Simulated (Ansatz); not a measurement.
One change: `[NH2][GeH]([F])[Cl]` becomes `[F][GeH]([F])[Cl]`.

Ansatz, PBE0-D4/def2-TZVP geometries, multiplicity 1. Each molecule was computed in one conformer, which needn't be the lowest.

Scalar relativity is left out up to krypton.

| property | `[NH2][GeH]([F])[Cl]` |
| --- | --- |
| LUMO energy (ωB97M-V/def2-TZVPP) / eV | 1.86 |
| HOMO–LUMO gap (PBE0/def2-TZVPP) / eV | 8.42 |
| size of the dipole moment (B3LYP/def2-TZVPP) / D | 2.32 |
| HOMO energy (ωB97M-V/def2-TZVPP) / eV | -10.84 |
| size of the dipole moment (ωB97M-V/def2-TZVPP) / D | 2.31 |
| HOMO–LUMO gap (ωB97M-V/def2-TZVPP) / eV | 12.69 |

Question: What does the change do to each property? (An estimate is asked.)

Answer: The calculation gave: 
| property | `[F][GeH]([F])[Cl]` | shift |
| --- | --- | --- |
| LUMO energy (ωB97M-V/def2-TZVPP) / eV | 1.30 | -0.56 |
| HOMO–LUMO gap (PBE0/def2-TZVPP) / eV | 9.22 | 0.80 |
| size of the dipole moment (B3LYP/def2-TZVPP) / D | 2.17 | -0.15 |
| HOMO energy (ωB97M-V/def2-TZVPP) / eV | -12.28 | -1.44 |
| size of the dipole moment (ωB97M-V/def2-TZVPP) / D | 2.17 | -0.14 |
| HOMO–LUMO gap (ωB97M-V/def2-TZVPP) / eV | 13.58 | 0.89 |

With PBE0 the HOMO falls by 1.57 eV and the LUMO falls by 0.78 eV, so the gap widens by about 0.79 eV. PBE moves the HOMO by -1.63 eV and ωB97M-V by -1.44 eV. The zero-point energy changes by -61.7 kJ/mol with -6 modes. Dipoles are sizes alone; their direction can turn.

B3LYP here is the variant with VWN-RPA as its local correlation; programs differ in this.
